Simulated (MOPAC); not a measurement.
MOPAC input (AM1):

```
AM1 FORCE THERMO(298,298) PRECISE LET CHARGE=-1 GEO-OK AUX(PRECISION=9) THREADS=1
CHClF

F    -1.43712569 1    0.75064213 1   -0.05185192 1
C    -0.80531881 1   -0.43281795 1    0.18539536 1
Cl    1.08449702 1   -0.18343527 1    0.01098867 1
H    -0.96132808 1   -1.07593761 1   -0.73460065 1
```

From the output:

```
     H    4   1.051519   4.024815   0.466248   4.576309

          HEAT OF FORMATION =     -50.857829 KCALS/MOLE

          ZERO POINT ENERGY      10.583 KCAL/MOL

           NORMAL COORDINATE ANALYSIS (Total motion = 1 Angstrom)

   Root No.       1         2         3         4         5         6

                 1 A       2 A       3 A       4 A       5 A       6 A

                 366.8     533.7    1001.3    1283.6    1385.4    2831.8

           1    0.1869   -0.0201    0.0050   -0.0280   -0.3334    0.0037
           2    0.2913   -0.1005    0.0083    0.0071    0.0038   -0.0003
           3    0.0091    0.0009   -0.0177    0.0344    0.0009   -0.0034
           4    0.1944    0.0181    0.0088   -0.0285    0.5188    0.0231
           5    0.0013    0.4769   -0.0449   -0.0247   -0.0293   -0.0185
           6   -0.0233    0.0043    0.0879   -0.0664    0.0058   -0.0633
           7   -0.1706    0.0022   -0.0039    0.0013    0.0017   -0.0002
           8   -0.1519   -0.1156   -0.0130   -0.0012    0.0099   -0.0002
           9    0.0027   -0.0043   -0.0146   -0.0023    0.0007   -0.0003
          10    0.1626    0.0879   -0.0635    0.8222    0.0417   -0.3365
          11   -0.1617    0.2799    0.8351    0.2008   -0.0705    0.2340
          12    0.0103    0.0814   -0.1984    0.2246   -0.1097    0.8288

           MASS-WEIGHTED COORDINATE ANALYSIS (NORMAL COORDINATES)

   Root No.       1         2         3         4         5         6

                 1 A       2 A       3 A       4 A       5 A       6 A

                 366.8     533.7    1001.3    1283.6    1385.4    2831.8

           1    0.3782   -0.0469    0.0234   -0.1301   -0.6266    0.0167
           2    0.5893   -0.2341    0.0386    0.0331    0.0072   -0.0013
           3    0.0184    0.0022   -0.0821    0.1599    0.0017   -0.0157
           4    0.3127    0.0335    0.0325   -0.1053    0.7753    0.0833
           5    0.0021    0.8830   -0.1652   -0.0911   -0.0437   -0.0668
           6   -0.0375    0.0079    0.3237   -0.2452    0.0086   -0.2287
           7   -0.4716    0.0069   -0.0246    0.0083    0.0044   -0.0014
           8   -0.4199   -0.3678   -0.0823   -0.0075    0.0253   -0.0014
           9    0.0075   -0.0136   -0.0926   -0.0148    0.0018   -0.0016
          10    0.0758    0.0471   -0.0677    0.8791    0.0180   -0.3521
          11   -0.0754    0.1501    0.8904    0.2147   -0.0305    0.2448
          12    0.0048    0.0437   -0.2115    0.2402   -0.0475    0.8671

          DESCRIPTION OF VIBRATIONS

 VIBRATION          1    1A          ATOM PAIR     ENERGY CONTRIBUTION    RADIAL
 FREQUENCY           366.75         C 2 -- Cl3         +44.3% (107.3%)     54.2%
 TRANSITION DIPOLE   1.7332         C 2 -- H 4         +35.6% ( 96.2%)     12.2%
 TRAVEL (Ang.)       0.1334         F 1 -- C 2         +20.1% ( 72.4%)      1.2%
 REDUCED MASS       10.3293
 EFFECTIVE MASS     26.4678
 FORCE CONSTANT      0.8186

 VIBRATION          2    2A          ATOM PAIR     ENERGY CONTRIBUTION    RADIAL
 FREQUENCY           533.74         C 2 -- Cl3         +39.3% (101.6%)     90.4%
 TRANSITION DIPOLE   3.0203         F 1 -- C 2         +35.7% ( 96.7%)      0.5%
 TRAVEL (Ang.)       0.1254         C 2 -- H 4         +25.0% ( 81.0%)      4.2%
 REDUCED MASS        8.0360
 EFFECTIVE MASS     15.3695
 FORCE CONSTANT      1.3488

 VIBRATION          3    3A          ATOM PAIR     ENERGY CONTRIBUTION    RADIAL
 FREQUENCY          1001.30         C 2 -- H 4         +88.0% ( 97.6%)      3.1%
 TRANSITION DIPOLE   0.5375         F 1 -- C 2          +6.1% ( 25.8%)      0.0%
 TRAVEL (Ang.)       0.2679         C 2 -- Cl3          +5.9% ( 25.3%)      1.9%
 REDUCED MASS        0.9382
 EFFECTIVE MASS      2.3350
 FORCE CONSTANT      0.5542

 VIBRATION          4    4A          ATOM PAIR     ENERGY CONTRIBUTION    RADIAL
 FREQUENCY          1283.55         C 2 -- H 4         +93.5% ( 96.0%)      4.5%
 TRANSITION DIPOLE   0.6083         F 1 -- C 2          +3.3% ( 18.0%)      0.3%
 TRAVEL (Ang.)       0.2434         C 2 -- Cl3          +3.2% ( 17.8%)     18.5%
 REDUCED MASS        0.8865
 EFFECTIVE MASS      1.9232
 FORCE CONSTANT      0.8605

 VIBRATION          5    5A          ATOM PAIR     ENERGY CONTRIBUTION    RADIAL
 FREQUENCY          1385.42         F 1 -- C 2         +56.6% (100.2%)     99.9%
 TRANSITION DIPOLE   3.5190         C 2 -- Cl3         +22.1% ( 62.6%)      5.9%
 TRAVEL (Ang.)       0.0817         C 2 -- H 4         +21.3% ( 61.5%)      5.0%
 REDUCED MASS        7.2989
 EFFECTIVE MASS     14.5877
 FORCE CONSTANT      8.2542

 VIBRATION          6    6A          ATOM PAIR     ENERGY CONTRIBUTION    RADIAL
 FREQUENCY          2831.84         C 2 -- H 4         +98.8% ( 99.9%)     99.4%
 TRANSITION DIPOLE   1.3664         C 2 -- Cl3          +0.6% (  7.9%)      1.8%
 TRAVEL (Ang.)       0.1599         F 1 -- C 2          +0.6% (  7.7%)      8.2%
 REDUCED MASS        0.9313
 EFFECTIVE MASS      1.3616
 FORCE CONSTANT      4.4003

      SYMMETRY NUMBER FOR POINT-GROUP C1  =  1

          SYSTEM IS A GROUND STATE

 CHClF

          MOLECULE IS NOT LINEAR

          THERE ARE  6 GENUINE VIBRATIONS IN THIS SYSTEM
          THIS THERMODYNAMICS CALCULATION IS LIMITED TO
          MOLECULES WHICH HAVE NO INTERNAL ROTATIONS

                    CALCULATED THERMODYNAMIC PROPERTIES
                                          *
   TEMP. (K)   PARTITION FUNCTION   H.O.F.    ENTHALPY  HEAT CAPACITY ENTROPY
                                   KCAL/MOL   CAL/MOLE    CAL/K/MOL  CAL/K/MOL

 298.00  VIB.     0.1319D+01                   375.9970     3.3576     1.8120
         ROT.     0.2444D+05                   888.2803     2.9808    23.0591
         INT.     0.3223D+05                  1264.2773     6.3384    24.8711
         TRA.     0.5358D+27                  1480.4672     4.9680    38.5429
         TOT.                      -50.858    2744.7445    11.3064    63.4139

   *: NOTE: HEATS OF FORMATION ARE RELATIVE TO THE
            ELEMENTS IN THEIR STANDARD STATE AT 298K
              (=  Standard Enthalpy of Formation).

            Hvib:  Zero-point energy is not included.
                   frequencies of less than zero cm-1 are not included.
            Hrot = (3/2)RT
            Htra = (3/2)RT + pV = (5/2)RT

            Heat capacity is Cp, not Cv

          For more information, see: HTTP://OpenMOPAC.net/Manual/thermochemistry.html

           FORCE CONSTANT IN CARTESIAN COORDINATES (Millidynes/A)

    ATOM   CHEMICAL       X               Y               Z
   NUMBER   SYMBOL  FORCE CONSTANT  FORCE CONSTANT  FORCE CONSTANT

      1       F        9.001908        0.736051        0.571735
      2       C        8.791288        2.141385        4.415210
      3      Cl        0.641370        1.470145        0.189184
      4       H        1.350343        0.807731        3.666671

 **********************
 *                    *
 * JOB ENDED NORMALLY *
 *                    *
 **********************
```

The dipole moment of an ion depends on the origin.
